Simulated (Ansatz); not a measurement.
Computed with Ansatz on PBE0-D4/def2-TZVP structures; ΔE is electronic, products minus reactants. CCSD(T)/CBS adds triple-zeta CCSD(T) − MP2 to the extrapolated MP2 energy (def2 sets, frozen cores). Functionals use def2-TZVPP. B3LYP here is the variant with VWN-RPA as its local correlation; programs differ in this. def2 core potentials past Kr. For Br, Sn outer-core shells are correlated without core-valence functions, which leaves a few kJ/mol of doubt a bond. Scalar relativity is left out up to krypton.

`FC(F)(F)C(F)(F)Br` + `[OH][SnH3]` → `FC(F)(F)[O][SnH3]` + `FC(F)Br`  (substitution at a C–C bond)

`FC(F)(F)C(F)(F)Br`:

Z-matrix (Å, degrees):
```
C
F 1 1.324
F 1 1.328 2 108.8
F 1 1.324 2 109.4 3 -118.7
C 1 1.551 2 110.5 3 119.4
Br 5 1.929 1 111.2 2 60.6
F 5 1.329 1 108.6 2 -60.4
F 5 1.329 1 108.6 2 -178.4
```

`[OH][SnH3]`:

Z-matrix (Å, degrees):
```
Sn
O 1 1.970
H 1 1.709 2 108.5
H 1 1.698 2 103.1 3 119.8
H 1 1.709 2 108.5 3 -120.5
H 2 0.959 1 113.2 3 60.0
```

`FC(F)(F)[O][SnH3]`:

Z-matrix (Å, degrees):
```
C
F 1 1.361
F 1 1.348 2 105.5
F 1 1.333 2 107.0 3 113.7
O 1 1.309 2 112.5 3 -123.6
Sn 5 2.012 1 121.9 2 37.6
H 6 1.696 5 105.4 1 -80.2
H 6 1.696 5 106.2 1 41.6
H 6 1.694 5 100.0 1 161.2
```

`FC(F)Br`:

Cartesian coordinates in Å:
```
F 0.876 -0.945 0.451
C -0.083 -0.114 0.042
F -0.669 0.415 1.115
Br 0.690 1.293 -1.043
H -0.814 -0.649 -0.564
```

**Question.** Is it downhill or uphill in electronic energy at CCSD(T)/CBS, and by how much? (Estimate.)

**Answer.** The calculation gave: Downhill: ΔE = -51.6 kJ/mol.

**Question.** What do these levels give: ωB97M-V, PBE0, B3LYP, BHLYP, MP2/def2-SVP, CCSD/def2-TZVPP? (Best estimate.)

**Answer.** Ansatz gave: ωB97M-V -57.0, PBE0 -60.6, B3LYP -64.0, BHLYP -68.5, MP2/def2-SVP -72.9, CCSD/def2-TZVPP -58.1 kJ/mol.

Largest T1 diagnostic among the species: 0.014.

The D4 term adds +3.2 kJ/mol with B3LYP and +1.7 kJ/mol with PBE0; it sums over pairs of atoms, weighted by their polarisabilities, and B3LYP, whose exchange is more repulsive, gets the larger term. In def2-TZVPP, CCSD(T) changes the Hartree–Fock value by +23.4 kJ/mol (the triples alone add +2.8 kJ/mol) and MP2 by +25.6 kJ/mol.
